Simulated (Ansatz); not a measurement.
## Nudged elastic band run: CH$_{2}$FOSi, charge -1

Input:

```yaml
crystal:
  periodic: [false, false, false]
  atoms:
    - { symbol: O, position_ang: [-1.291824, 0.382318, -1.189212] }
    - { symbol: Si, position_ang: [0.199127, 1.15142, -0.70314] }
    - { symbol: C, position_ang: [0.751008, -0.000433, 0.528891] }
    - { symbol: F, position_ang: [0.029083, -1.162263, 0.871716] }
    - { symbol: H, position_ang: [-1.354979, -0.417065, -0.648271] }
    - { symbol: H, position_ang: [1.667596, 0.046023, 1.140016] }
total_charge: -1
basis:
  gaussian: { orbitals: def2-SVP }
hamiltonian:
  xc: pbe0
  dispersion: d4
neb:
  order_check: false
  images: 4
  f_tol: 0.03
  max_iterations: 60
  climbing: false
  final_atoms:
    - { symbol: O, position_ang: [-1.92045737, -0.14785237, -1.24265536] }
    - { symbol: Si, position_ang: [-0.56142715, 0.26542449, -0.58935967] }
    - { symbol: C, position_ang: [0.51893595, -0.35541148, 0.62584427] }
    - { symbol: F, position_ang: [0.39949639, -1.50461508, 1.38413812] }
    - { symbol: H, position_ang: [0.12337784, 1.54480033, -1.04599983] }
    - { symbol: H, position_ang: [1.44008533, 0.19765411, 0.86803247] }
  initial_path:
    images:
      - { positions_ang: [[-1.291824, 0.382318, -1.189212], [0.199127, 1.15142, -0.70314], [0.751008, -0.000433, 0.528891], [0.029083, -1.162263, 0.871716], [-1.354979, -0.417065, -0.648271], [1.667596, 0.046023, 1.140016]] }
      - { positions_ang: [[-1.39540819, 0.09011481, -1.04621694], [0.05416178, 0.94138832, -0.65154221], [0.77104381, -0.06718076, 0.59263216], [0.21561409, -1.26327448, 1.0783824], [-1.34628236, 0.18681936, -1.08717627], [1.70088186, 0.11213275, 1.11392086]] }
      - { positions_ang: [[-1.49899237, -0.20208839, -0.90322188], [-0.09080344, 0.73135665, -0.59994441], [0.79107963, -0.13392851, 0.65637332], [0.40214518, -1.36428597, 1.2850488], [-1.33758572, 0.79070372, -1.52608155], [1.73416772, 0.1782425, 1.08782571]] }
      - { positions_ang: [[-1.62471904, -0.30812246, -0.91391055], [-0.24291427, 0.55415755, -0.57718835], [0.74466522, -0.20492421, 0.67576398], [0.47622786, -1.43275639, 1.38753322], [-1.04191435, 1.18307679, -1.60562731], [1.68866559, 0.20856872, 1.03342901]] }
      - { positions_ang: [[-1.7725882, -0.22798742, -1.07828296], [-0.40217071, 0.40979102, -0.58327401], [0.63180058, -0.28016784, 0.65080412], [0.43786213, -1.46868574, 1.38583567], [-0.45926825, 1.36393856, -1.32581357], [1.56437546, 0.20311141, 0.95073074]] }
      - { positions_ang: [[-1.92045737, -0.14785237, -1.24265536], [-0.56142715, 0.26542449, -0.58935967], [0.51893595, -0.35541148, 0.62584427], [0.39949639, -1.50461508, 1.38413812], [0.12337784, 1.54480033, -1.04599983], [1.44008533, 0.19765411, 0.86803247]] }
```

Run as:

```bash
$ ansatz run input.yaml --threads 1 --pin off --max-ram 2048MiB --backend cpu --events-out ev --progress --plain --runs-dir out
```

Output, in part (warnings, iteration lines, the closing report on the highest movable image, with atoms numbered from 0):

```
NEB end point (image 0): max|allowed force component| = 1.003e-2 eV/Å (the criterion of neb.relax_end_points is 1.000e-2)
NEB end point (image 5): max|allowed force component| = 8.091e-3 eV/Å (the criterion of neb.relax_end_points is 1.000e-2)
NEB iter   1: max|band force component| = 3.467e3 eV/Å  barrier→ = 567.3174 eV  barrier← = 567.3200 eV  Δτ_max = 0.1973 Å  (159 SCF iters)
NEB iter   2: max|band force component| = 1.871e3 eV/Å  barrier→ = 297.6147 eV  barrier← = 297.6173 eV  Δτ_max = 0.2000 Å  (132 SCF iters)
NEB iter   3: max|band force component| = 1.564e3 eV/Å  barrier→ = 204.0146 eV  barrier← = 204.0171 eV  Δτ_max = 0.1744 Å  (133 SCF iters)
NEB iter   4: max|band force component| = 8.657e2 eV/Å  barrier→ = 113.3464 eV  barrier← = 113.3490 eV  Δτ_max = 0.0865 Å  (128 SCF iters)
NEB iter   5: max|band force component| = 5.787e2 eV/Å  barrier→ = 84.1584 eV  barrier← = 84.1610 eV  Δτ_max = 0.0518 Å  (131 SCF iters)
NEB iter   6: max|band force component| = 4.230e2 eV/Å  barrier→ = 63.9954 eV  barrier← = 63.9980 eV  Δτ_max = 0.0429 Å  (124 SCF iters)
NEB iter   7: max|band force component| = 3.364e2 eV/Å  barrier→ = 51.8482 eV  barrier← = 51.8507 eV  Δτ_max = 0.1039 Å  (124 SCF iters)
NEB iter   8: max|band force component| = 1.403e2 eV/Å  barrier→ = 24.2668 eV  barrier← = 24.2694 eV  Δτ_max = 0.1074 Å  (136 SCF iters)
NEB iter   9: max|band force component| = 8.559e1 eV/Å  barrier→ = 16.2282 eV  barrier← = 16.2307 eV  Δτ_max = 0.1036 Å  (119 SCF iters)
NEB iter  10: max|band force component| = 3.740e1 eV/Å  barrier→ = 9.8493 eV  barrier← = 9.8518 eV  Δτ_max = 0.1982 Å  (128 SCF iters)
NEB iter  11: max|band force component| = 1.242e1 eV/Å  barrier→ = 6.0941 eV  barrier← = 6.0966 eV  Δτ_max = 0.1894 Å  (135 SCF iters)
NEB iter  12: max|band force component| = 1.145e1 eV/Å  barrier→ = 5.1673 eV  barrier← = 5.1699 eV  Δτ_max = 0.1022 Å  (136 SCF iters)
NEB iter  13: max|band force component| = 4.864e0 eV/Å  barrier→ = 3.2438 eV  barrier← = 3.2463 eV  Δτ_max = 0.2000 Å  (120 SCF iters)
NEB iter  14: max|band force component| = 3.414e0 eV/Å  barrier→ = 2.1424 eV  barrier← = 2.1450 eV  Δτ_max = 0.1498 Å  (132 SCF iters)
NEB iter  15: max|band force component| = 8.058e0 eV/Å  barrier→ = 2.3662 eV  barrier← = 2.3688 eV  Δτ_max = 0.0715 Å  (128 SCF iters)
NEB iter  16: max|band force component| = 5.447e0 eV/Å  barrier→ = 1.8791 eV  barrier← = 1.8816 eV  Δτ_max = 0.0781 Å  (122 SCF iters)
NEB iter  17: max|band force component| = 2.392e0 eV/Å  barrier→ = 1.1449 eV  barrier← = 1.1475 eV  Δτ_max = 0.1601 Å  (120 SCF iters)
NEB iter  18: max|band force component| = 1.407e0 eV/Å  barrier→ = 1.1398 eV  barrier← = 1.1423 eV  Δτ_max = 0.1995 Å  (124 SCF iters)
NEB iter  19: max|band force component| = 1.015e0 eV/Å  barrier→ = 1.1383 eV  barrier← = 1.1409 eV  Δτ_max = 0.1997 Å  (123 SCF iters)
NEB iter  20: max|band force component| = 1.427e0 eV/Å  barrier→ = 1.0699 eV  barrier← = 1.0725 eV  Δτ_max = 0.0992 Å  (130 SCF iters)
NEB iter  21: max|band force component| = 4.974e-1 eV/Å  barrier→ = 1.1097 eV  barrier← = 1.1123 eV  Δτ_max = 0.1923 Å  (121 SCF iters)
NEB iter  22: max|band force component| = 3.009e-1 eV/Å  barrier→ = 1.0939 eV  barrier← = 1.0965 eV  Δτ_max = 0.1875 Å  (125 SCF iters)
NEB iter  23: max|band force component| = 5.847e-1 eV/Å  barrier→ = 1.0473 eV  barrier← = 1.0499 eV  Δτ_max = 0.0994 Å  (128 SCF iters)
NEB iter  24: max|band force component| = 1.310e-1 eV/Å  barrier→ = 1.0553 eV  barrier← = 1.0579 eV  Δτ_max = 0.0401 Å  (122 SCF iters)
NEB iter  25: max|band force component| = 6.499e-1 eV/Å  barrier→ = 1.0532 eV  barrier← = 1.0558 eV  Δτ_max = 0.0202 Å  (110 SCF iters)
NEB iter  26: max|band force component| = 1.190e-1 eV/Å  barrier→ = 1.0494 eV  barrier← = 1.0520 eV  Δτ_max = 0.0406 Å  (115 SCF iters)
NEB iter  27: max|band force component| = 3.287e-1 eV/Å  barrier→ = 1.0463 eV  barrier← = 1.0489 eV  Δτ_max = 0.0202 Å  (121 SCF iters)
NEB iter  28: max|band force component| = 1.098e-1 eV/Å  barrier→ = 1.0412 eV  barrier← = 1.0437 eV  Δτ_max = 0.0402 Å  (116 SCF iters)
NEB iter  29: max|band force component| = 2.930e-1 eV/Å  barrier→ = 1.0273 eV  barrier← = 1.0298 eV  Δτ_max = 0.0199 Å  (121 SCF iters)
NEB iter  30: max|band force component| = 6.516e-2 eV/Å  barrier→ = 1.0302 eV  barrier← = 1.0328 eV  Δτ_max = 0.0402 Å  (110 SCF iters)
NEB iter  31: max|band force component| = 9.441e-2 eV/Å  barrier→ = 1.0408 eV  barrier← = 1.0434 eV  Δτ_max = 0.0203 Å  (120 SCF iters)
NEB iter  32: max|band force component| = 1.097e-1 eV/Å  barrier→ = 1.0387 eV  barrier← = 1.0413 eV  Δτ_max = 0.0101 Å  (118 SCF iters)
NEB iter  33: max|band force component| = 4.401e-2 eV/Å  barrier→ = 1.0369 eV  barrier← = 1.0395 eV  Δτ_max = 0.0200 Å  (103 SCF iters)
NEB iter  34: max|band force component| = 7.084e-2 eV/Å  barrier→ = 1.0336 eV  barrier← = 1.0361 eV  Δτ_max = 0.0101 Å  (106 SCF iters)
NEB iter  35: max|band force component| = 1.726e-2 eV/Å  barrier→ = 1.0322 eV  barrier← = 1.0348 eV  Δτ_max = 0.0000 Å  (211 SCF iters)
Total energy: -13693.33431952 eV, -503.2207545671 hartree
Atom 0 at    -1.600186    -0.437230    -1.244677 Å, force    -0.348111    -1.153074    -0.095416 eV/Å
Atom 1 at    -0.326566     0.263921    -0.683687 Å, force    -1.117278    -0.144440     0.285382 eV/Å
Atom 2 at     0.697039    -0.149712     0.723191 Å, force    -0.095362     0.259101    -0.057035 eV/Å
Atom 3 at     0.183874    -1.196544     1.505945 Å, force     0.242916    -0.109967    -0.293881 eV/Å
Atom 4 at    -0.747804     1.637887    -1.159436 Å, force     1.516810     0.796247     0.271448 eV/Å
Atom 5 at     1.793652    -0.118323     0.858663 Å, force    -0.198976     0.352133    -0.110498 eV/Å
Dipole moment:     0.574122     0.117180     0.190546 e Å
```

The forces met the threshold. The profile has 2 maxima (images 1, 4) with wells between them (image 2): this band takes more than one step, which may be the mechanism or a detour left from its start path. No image climbed, so the highest image needn't sit at the top of the path. A band with more images between the same ends climbed to 2.55 eV, so this one has probably stepped over the top. The orbitals stay closed-shell, which can raise the energy where a bond breaks towards radicals; this wasn't checked here. Limits of this set-up: an anion without diffuse functions, the dipole of an ion depends on the origin.

Final band (atoms are numbered from 1 in the order of the input):

```json
{"image": "0", "path coordinate (Å)": "0.00", "energy (eV)": "0.00", "O1–H5 (Å)": "0.97", "Si2–H5 (Å)": "2.21"}
{"image": "1", "path coordinate (Å)": "1.15", "energy (eV)": "0.27", "O1–H5 (Å)": "0.96", "Si2–H5 (Å)": "2.28"}
{"image": "2", "path coordinate (Å)": "2.29", "energy (eV)": "0.22", "O1–H5 (Å)": "0.96", "Si2–H5 (Å)": "2.24"}
{"image": "3", "path coordinate (Å)": "3.44", "energy (eV)": "0.73", "O1–H5 (Å)": "1.01", "Si2–H5 (Å)": "1.82"}
{"image": "4", "path coordinate (Å)": "4.59", "energy (eV)": "1.03", "O1–H5 (Å)": "2.24", "Si2–H5 (Å)": "1.51"}
{"image": "5", "path coordinate (Å)": "5.73", "energy (eV)": "0.00", "O1–H5 (Å)": "2.66", "Si2–H5 (Å)": "1.52"}
```

Run time: 4.6 min on 1 CPU thread of a shared host.
